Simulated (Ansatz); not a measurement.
ClI, SMILES ClI (connectivity only; charge and spin as stated), charge +1, multiplicity 2.

Geometry optimised at PBE0-D3(BJ)/def2-TZVP. The spin state was assumed, not searched. The def2 effective core potentials stand for the cores of I; spin–orbit coupling is left out.

Two levels are set side by side: PBE/def2-TZVPD (Ansatz, a quantum-chemistry and plane-wave program) and CAM-B3LYP/def2-TZVPD (Ansatz). Energy differences of separate SCF runs at the same geometry; the states with an electron removed or added have multiplicity 3 and 1. Differences are taken from unrounded values.

```json
[
 {"quantity": "vertical ionisation energy (eV)", "CAM-B3LYP": "17.28", "PBE": "16.89", "PBE minus CAM-B3LYP": "-0.39"},
 {"quantity": "vertical electron affinity (eV)", "CAM-B3LYP": "10.18", "PBE": "9.86", "PBE minus CAM-B3LYP": "-0.32"}
]
```
